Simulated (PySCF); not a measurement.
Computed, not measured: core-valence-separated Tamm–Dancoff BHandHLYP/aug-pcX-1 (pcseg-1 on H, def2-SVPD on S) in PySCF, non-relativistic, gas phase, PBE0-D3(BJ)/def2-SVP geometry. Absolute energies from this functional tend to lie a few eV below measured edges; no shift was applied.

Main lines of an unknown, eV (oscillator strength): C K: 282.5 (0.060), 282.7 (0.061), 285.7 (0.030), 286.0 (0.010), 286.1 (0.050); O K: 532.1 (0.036), 532.2 (0.034), 532.9 (0.017), 533.0 (0.012), 533.3 (0.020). Listed: the first five lines at most of each edge with a tenth or more of its strongest line's intensity; roots within 0.03 eV on the same or equivalent atoms are summed. Only the lowest roots were sought, and the top ones are left out.

Question: Which candidate gives them?
A. `C=CS(=O)(=O)CC` (ethyl vinyl sulfone)
B. `C=CCS(C)(=O)=O` (allyl methyl sulfone)

Answer: B. 

- `C=CCS(C)(=O)=O`: C K: 282.5 (0.060), 282.7 (0.061), 285.7 (0.030), 286.0 (0.010), 286.1 (0.050); O K: 532.1 (0.036), 532.2 (0.034), 532.9 (0.017), 533.0 (0.012), 533.3 (0.020). First C line listed at 282.5 eV, hole on the terminal =CH2 carbon (1s→π*); first O line listed at 532.1 eV, hole on the sulfonyl oxygen.
- `C=CS(=O)(=O)CC`: C K: 282.1 (0.066), 282.9 (0.053), 285.6 (0.008), 285.9 (0.044), 286.1 (0.015); O K: 531.5 (0.023), 531.7 (0.021), 532.7 (0.021), 533.0 (0.022), 533.1 (0.024). First C line listed at 282.1 eV, hole on the terminal =CH2 carbon (1s→π*); first O line listed at 531.5 eV, hole on the sulfonyl oxygen.

One conformer each; other structures than these candidates weren't tested.

Conformer computed: `[CH2:1]=[CH:2][CH2:3][S:4]([CH3:5])(=[O:6])=[O:7]`: C1–C2–C3–S4 -118°, C2–C3–S4–C5 66°.
